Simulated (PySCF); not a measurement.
CdSe, SMILES [Se]=[Cd]. Atoms are numbered in the order given.

```xyz
2

Cd     0.0000     0.0000    -0.9919
Se     0.0000     0.0000     1.4003
```
Charge 0, spin multiplicity 1.

Geometry optimised at B3LYP-D3(BJ)/def2-TZVP. The def2 effective core potentials stand for the cores of Cd; spin–orbit coupling is left out.

Method: HF/def2-TZVPD (PySCF).

Mulliken values depend strongly on the basis, most of all with diffuse functions as here. ESP charges are fitted to the potential on shells at 1.4 to 2.0 van der Waals radii. Atomic charges (e):

```
atom  Mulliken     ESP fit
----  --------  ----------
Cd1       0.51  (withheld)
Se2      -0.51  (withheld)
```

Task: Fill in the missing entries. (An estimate is asked for; the answer gives what the named calculation found.)

Result: 
- Cd1, ESP fit: 0.70
- Se2, ESP fit: -0.70
